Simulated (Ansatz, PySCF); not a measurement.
Species: SrF$_{2}$, charge 0, multiplicity 1. SMILES: [F][Sr][F]
Structure (B3LYP-D3(BJ)/def2-TZVP (Ansatz, an electronic-structure program) minimum search):
```
Sr
F 1 2.1388
F 1 2.1388 2 129.77
```
Charge 0, spin multiplicity 1.

Wanted: size of the dipole moment, in D. Set-up: 6-31G* and kin with 6d, 5d where marked; LANL2DZ with its own core potentials from Na on; STO-3G and 3-21G all-electron and non-relativistic; dispersion terms only where a functional's name holds one; spin-orbit terms left out. First-principles rows: single points at B3LYP-D3(BJ) geometries (Ansatz).

```json
[
 {"level": "PBE/3-21G", "program": "Ansatz", "size of the dipole moment (D)": "4.98"},
 {"level": "BLYP/6-31G* with LANL2DZ past Ar", "program": "Ansatz", "size of the dipole moment (D)": "5.87"},
 {"level": "BP86/6-31G* with LANL2DZ past Ar (5d)", "program": "PySCF", "size of the dipole moment (D)": "6.09"},
 {"level": "B3LYP/LANL2DZ", "program": "Ansatz", "size of the dipole moment (D)": "7.58"},
 {"level": "PBE0/6-31G* with LANL2DZ past Ar", "program": "Ansatz", "size of the dipole moment (D)": "6.88"},
 {"level": "M06-2X/6-31G* with LANL2DZ past Ar (5d)", "program": "PySCF", "size of the dipole moment (D)": "7.29"}
]
```

No value to compare with is used here. The 6 habitual levels span 4.98 (PBE/3-21G) to 7.58 D (B3LYP/LANL2DZ).

The levels are drawn from those run, B3LYP/6-31G* more often than the rest, none by its result; left out are runs that failed, that the program found above a lower state of the same kind, or whose <S^2> lies over 0.5 above the pure value.
